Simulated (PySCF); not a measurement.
Al(OH)(OMe)(SH) (CH₅AlO₂S), SMILES [SH][Al]([O]C)[OH].

The structure is a stationary point at r2SCAN-D4/def2-SVP. The structure was generated by enumeration; whether it is a known compound was not checked. One conformer was computed; it need not be the lowest.

Computed with IEF-PCM-PBE0/def2-SVP in PySCF.

The values are the electrostatic part of the solvation free energy, E(continuum) − E(gas) at the gas-phase geometry, in a cavity of scaled van der Waals radii (PySCF's table); cavitation and dispersion terms are not included. A continuum can't describe solvent molecules that bind to the metal. In vacuum the orbital gap is 7.24 eV. The dipole moment in vacuum is 1.50 D.

Computed values in water (ε = 78.36), benzene (ε = 2.27), ethanol (ε = 24.85):
```
solvent      ε  ΔG(elec) (kcal/mol)  dipole (D)  gap (eV)
-------  -----  -------------------  ----------  --------
water    78.36                 -7.4        1.83      7.51
benzene   2.27                 -3.3        1.65      7.36
ethanol  24.85                 -7.1        1.82      7.50
```
